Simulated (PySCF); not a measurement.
Predicted microwave data (PBE0/pcSseg-1 in PySCF (dipole) on a GFN2-xTB geometry, gas phase) for one isomer of C6H11ClSi2:

| Property | Result |
| --- | --- |
| Rotational constants | A = 1842, B = 557.1, C = 476.1 MHz |
| Dipole components | \|μa\| = 0.55 D, \|μb\| = 1.50 D, \|μc\| = 0.18 D |
| Inertial defect | -120.02 u·Å² |
| κ | -0.88 |

Question: Which candidate fits, each taken in the one conformer that was computed?
A. `[CH:1]#[C:2][Si@H:3]([SiH2:4][CH3:5])[C:6]1([Cl:7])[CH2:8][CH2:9]1` with C2–Si3–Si4–C5 26°, C2–Si3–C6–Cl7 179°
B. `[CH:1]#[C:2][Si@@H:3]([SiH2:4][CH2:5][Cl:6])[CH:7]1[CH2:8][CH2:9]1` with C2–Si3–Si4–C5 -154°, Si3–Si4–C5–Cl6 -55°, C2–Si3–C7–C8 31°
C. `[CH2:1]=[CH:2][Si@@H:3]([Cl:4])[SiH:5]1[CH2:6][CH:7]=[CH:8][CH2:9]1` with C1–C2–Si3–Cl4 -4°, C2–Si3–Si5–C6 -144°
D. `[CH3:1][CH2:2][C:3]#[C:4][C@@H:5]1[SiH2:6][C@@H:7]1[SiH2:8][Cl:9]` with Si6–C7–Si8–Cl9 97°

Answer: C. It is C=C[Si@@H](Cl)[SiH]1CC=CC1, an asymmetric top, point group C1. The candidates at the same level (rigid rotor, commonest isotopes):

```json
{"SMILES": "C#C[Si@@H]([SiH2]CCl)C1CC1", "A (MHz)": "1399", "B (MHz)": "592.8", "C (MHz)": "464.2", "μa (D)": "0.62", "μb (D)": "1.11", "μc (D)": "0.41", "Δ (u·Å²)": "-124.94", "point group": "C1", "rotor": "asymmetric top"}
{"SMILES": "C=C[Si@@H](Cl)[SiH]1CC=CC1", "A (MHz)": "1842", "B (MHz)": "557.1", "C (MHz)": "476.1", "μa (D)": "0.55", "μb (D)": "1.50", "μc (D)": "0.18", "Δ (u·Å²)": "-120.02", "point group": "C1", "rotor": "asymmetric top"}
{"SMILES": "C#C[Si@H]([SiH2]C)C1(Cl)CC1", "A (MHz)": "1205", "B (MHz)": "747.7", "C (MHz)": "517.4", "μa (D)": "1.30", "μb (D)": "1.83", "μc (D)": "0.80", "Δ (u·Å²)": "-118.73", "point group": "C1", "rotor": "asymmetric top"}
{"SMILES": "CCC#C[C@@H]1[SiH2][C@@H]1[SiH2]Cl", "A (MHz)": "1181", "B (MHz)": "552.0", "C (MHz)": "415.9", "μa (D)": "1.78", "μb (D)": "1.26", "μc (D)": "0.23", "Δ (u·Å²)": "-128.48", "point group": "C1", "rotor": "asymmetric top"}
```

`C#C[Si@H]([SiH2]C)C1(Cl)CC1` has A 35 % too low; `C#C[Si@@H]([SiH2]CCl)C1CC1` has A 24 % too low; `CCC#C[C@@H]1[SiH2][C@@H]1[SiH2]Cl` has A 36 % too low. No structure here is proved a minimum.
